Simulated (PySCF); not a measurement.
O2Se, SMILES O=[Se]=O. Atoms are numbered in the order given.

```xyz
3

O      0.0000    -1.3685     0.6041
Se     0.0000     0.0000    -0.2843
O      0.0000     1.3685     0.6041
```

The structure is a stationary point at PBE-D3(BJ)/def2-TZVP.

All values below come from PBE-D3(BJ)/def2-TZVP in PySCF 2.14.0.

Frequencies are harmonic and unscaled.

| mode | ν (cm⁻¹) | IR (km/mol) | moving atoms (share of kinetic energy) |
|---|---|---|---|
| 1 | 351 | 19.8 | O 82 %, Se 18 % |
| 2 | 920 | 9.1 | O 89 %, Se 11 % |
| 3 | 958 | 103.1 | O 78 %, Se 22 % |
